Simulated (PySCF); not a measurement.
## Excitation energy of Pd(2+) by level of theory

Pd(2+) [Kr] 4d8 (3F) → Pd(2+) [Kr] 4d7 5s1 (5F), as a difference of total energies. Calculation: PySCF 2.14, in aug-cc-pVTZ-DK; scalar relativity by spin-free X2C-1e. Correlated levels: valence: [Kr] frozen. The calculations carry no spin-orbit coupling.

```tsv
method	excitation energy (eV)
UHF	6.003
LDA	6.386
PBE	6.371
PBE0	6.492
r2SCAN	6.465
r2SCANh	6.487
PW91	6.364
MN15	6.975
MP2 (valence)	6.700
SCS-MP2 (valence)	7.034
```

**Question.** How much does correlation contribute at MP2 (valence)?

**Answer.** 6.700 − (6.003) = 0.697 eV, measured against UHF.

A first-order spin-orbit estimate (lowest level to lowest level, LS coupling) adds -0.017 eV.
